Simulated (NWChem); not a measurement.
System: GaHBrCl; SMILES [Br][GaH][Cl]

Input file for NWChem:

```
start job
memory heap 200 mb stack 900 mb global 1100 mb
geometry units angstroms noautoz
  Ga    -0.640076    -0.501655     0.000000
  H     -2.173381    -0.720165     0.000000
  Cl     0.724347    -2.149061     0.000000
  Br     0.308971     1.567126     0.000000
end
basis spherical
  * library 3-21g
end
dft
  xc xtpss03 ctpss03
  iterations 150
  mulliken
end
task dft energy
```

Output (shortened):

```
             Northwest Computational Chemistry Package (NWChem) 7.3.0
             --------------------------------------------------------

 CS  symmetry detected

                             Geometry "geometry" -> ""
                             -------------------------

 Output coordinates in angstroms (scale by  1.889725989 to convert to a.u.)

  No.       Tag          Charge          X              Y              Z
 ---- ---------------- ---------- -------------- -------------- --------------
    1 Ga                  31.0000    -0.64034493    -0.54170331     0.00000000
    2 H                    1.0000    -2.16788901    -0.79739826     0.00000000
    3 Cl                  17.0000     0.76369675    -2.15547641     0.00000000
    4 Br                  35.0000     0.25816392     1.54952286     0.00000000

 Effective nuclear repulsion energy (a.u.)     485.6955994958

      Symmetry information
      --------------------

 Group name             Cs
 Group number              2
 Group order               2
 No. of unique centers     4

                                 NWChem DFT Module
                                 -----------------

 Summary of "ao basis" -> "ao basis" (spherical)
 ------------------------------------------------------------------------------
       Tag                 Description            Shells   Functions and Types
 ---------------- ------------------------------  ------  ---------------------
 Ga                          3-21g                  10       22   5s4p1d
 H                           3-21g                   2        2   2s
 Cl                          3-21g                   7       13   4s3p
 Br                          3-21g                  10       22   5s4p1d

      Symmetry analysis of basis
      --------------------------

        a'         44
        a"         15

            General Information
            -------------------
          SCF calculation type: DFT
          Wavefunction type:  closed shell.
          No. of atoms     :     4
          No. of electrons :    84
           Alpha electrons :    42
            Beta electrons :    42
          Charge           :     0
          Spin multiplicity:     1
          Use of symmetry is: on ; symmetry adaption is: on
          Maximum number of iterations: 150
          AO basis - number of functions:    59
                     number of shells:    29
          Convergence on energy requested:  1.00D-06
          Convergence on density requested:  1.00D-05
          Convergence on gradient requested:  5.00D-04

              XC Information
              --------------
                  TPSS metaGGA Exchange Functional  1.000
             TPSS03 metaGGA Correlation Functional  1.000

             Grid Information
             ----------------
          Grid used for XC integration:  medium
          Radial quadrature: Mura-Knowles
          Angular quadrature: Lebedev.
          Tag              B.-S. Rad. Rad. Pts. Rad. Cut. Ang. Pts.
          ---              ---------- --------- --------- ---------
          Ga                  1.30      112           8.0       590
          H                   0.35       45           9.0       434
          Cl                  1.00       88          10.0       590
          Br                  1.15      112          10.0       590
          Grid pruning is: on
          Number of quadrature shells:   357
          Spatial weights used:  Erf1

      Superposition of Atomic Density Guess
      -------------------------------------

 Sum of atomic energies:       -4931.61759568

      Non-variational initial energy
      ------------------------------

 Total energy =   -4932.073388
 1-e energy   =   -7849.380202
 2-e energy   =    2431.611215
 HOMO         =      -0.376007
 LUMO         =       0.023693

      Symmetry analysis of molecular orbitals - initial
      -------------------------------------------------

  Numbering of irreducible representations:

     1 a'          2 a"

  Orbital symmetries:

     1 a'          2 a'          3 a'          4 a'          5 a'
     6 a'          7 a"          8 a'          9 a'         10 a'
    11 a"         12 a'         13 a'         14 a'         15 a'
    16 a"         17 a'         18 a'         19 a"         20 a'
    21 a'         22 a'         23 a"         24 a'         25 a'
    26 a"         27 a'         28 a"         29 a'         30 a'
    31 a'         32 a"         33 a"         34 a'         35 a'
    36 a'         37 a'         38 a'         39 a"         40 a'
    41 a"         42 a'         43 a"         44 a'         45 a'
    46 a'         47 a'         48 a"         49 a'         50 a'
    51 a'         52 a'

     ---------------------------------------------
      Total Density - Mulliken Population Analysis
     ---------------------------------------------

    Atom       Charge   Shell Charges
 -----------   ------   -------------------------------------------------------
    1 Ga  31    29.78   2.00  2.00  6.00  1.99  5.95  0.74  0.71  0.27  0.16  9.97
    2 H    1     1.11   0.37  0.73
    3 Cl  17    17.62   2.00  1.96  5.91  1.14  3.17  0.88  2.56
    4 Br  35    35.50   2.00  2.00  5.99  2.00  5.97  0.77  2.40  1.21  3.16 10.00

   convergence    iter        energy       DeltaE   RMS-Dens  Diis-err
 ---------------- ----- ----------------- --------- --------- ---------
 d= 0,ls=0.0,diis     1  -4935.6363602547 -5.42D+03  2.68D-02  4.25D-01
 d= 0,ls=0.0,diis     2  -4935.6068984846  2.95D-02  1.74D-02  4.50D-01
 d= 0,ls=0.0,diis     3  -4935.6932766635 -8.64D-02  3.73D-03  4.56D-02
 d= 0,ls=0.0,diis     4  -4935.7015927383 -8.32D-03  8.50D-04  6.27D-04
 d= 0,ls=0.0,diis     5  -4935.7017098697 -1.17D-04  3.00D-04  1.49D-04
  Resetting Diis
 d= 0,ls=0.0,diis     6  -4935.7017375447 -2.77D-05  7.74D-05  1.32D-05
 d= 0,ls=0.0,diis     7  -4935.7017400852 -2.54D-06  2.73D-05  2.53D-07
 d= 0,ls=0.0,diis     8  -4935.7017400536  3.16D-08  1.46D-05  4.40D-07
 d= 0,ls=0.0,diis     9  -4935.7017401534 -9.98D-08  1.86D-06  6.15D-09

         Total DFT energy =    -4935.701740153419
      One electron energy =    -7847.204754564449
           Coulomb energy =     2620.737007507144
    Exchange-Corr. energy =     -194.929592591928
 Nuclear repulsion energy =      485.695599495815

 Numeric. integr. density =       83.999989971659

                  Occupations of the irreducible representations
                  ----------------------------------------------

                     irrep           alpha         beta
                     --------     --------     --------
                     a'               31.0         31.0
                     a"               11.0         11.0

                       DFT Final Molecular Orbital Analysis
                       ------------------------------------

 Vector   40  Occ=2.000000D+00  E=-2.874343D-01  Symmetry=a'
              MO Center=  4.0D-01, -1.5D+00, -4.5D-15, r^2= 3.6D+00
   Bfn.  Coefficient  Atom+Function         Bfn.  Coefficient  Atom+Function
  ----- ------------  ---------------      ----- ------------  ---------------
    31      0.428299  3 Cl px                35      0.354525  3 Cl px
    32      0.333796  3 Cl py                36      0.277820  3 Cl py
    24      0.209584  2 H  s                 27     -0.199640  3 Cl px
    53      0.193925  4 Br py                49      0.178492  4 Br py
    28     -0.155598  3 Cl py                22     -0.125536  1 Ga d  2

 Vector   41  Occ=2.000000D+00  E=-2.822501D-01  Symmetry=a"
              MO Center=  3.1D-01,  9.3D-01,  3.2D-16, r^2= 3.3D+00
   Bfn.  Coefficient  Atom+Function         Bfn.  Coefficient  Atom+Function
  ----- ------------  ---------------      ----- ------------  ---------------
    54      0.545915  4 Br pz                50      0.468224  4 Br pz
    46     -0.321318  4 Br pz                33     -0.244048  3 Cl pz
    37     -0.223136  3 Cl pz                29      0.114652  3 Cl pz
    42      0.104009  4 Br pz                13      0.078418  1 Ga pz
    19     -0.062782  1 Ga d -1              17      0.056397  1 Ga pz

 Vector   42  Occ=2.000000D+00  E=-2.715594D-01  Symmetry=a'
              MO Center=  1.9D-01,  1.2D+00,  1.7D-15, r^2= 2.7D+00
   Bfn.  Coefficient  Atom+Function         Bfn.  Coefficient  Atom+Function
  ----- ------------  ---------------      ----- ------------  ---------------
    52      0.519173  4 Br px                48      0.459870  4 Br px
    44     -0.312663  4 Br px                53     -0.214279  4 Br py
    49     -0.188022  4 Br py                32     -0.163302  3 Cl py
    24      0.154480  2 H  s                 36     -0.142155  3 Cl py
    45      0.127784  4 Br py                40      0.101136  4 Br px

 Vector   43  Occ=0.000000D+00  E=-8.879318D-02  Symmetry=a"
              MO Center= -5.8D-01, -4.9D-01,  5.5D-16, r^2= 3.8D+00
   Bfn.  Coefficient  Atom+Function         Bfn.  Coefficient  Atom+Function
  ----- ------------  ---------------      ----- ------------  ---------------
    13      0.636760  1 Ga pz                17      0.522073  1 Ga pz
    54     -0.284983  4 Br pz                37     -0.240455  3 Cl pz
     9     -0.228772  1 Ga pz                33     -0.196778  3 Cl pz
    50     -0.173477  4 Br pz                46      0.117606  4 Br pz
    29      0.089159  3 Cl pz                 5      0.072700  1 Ga pz

[...]
```

Level: TPSS/3-21G. Structure relaxed at the PBE0/def2-SVP level.
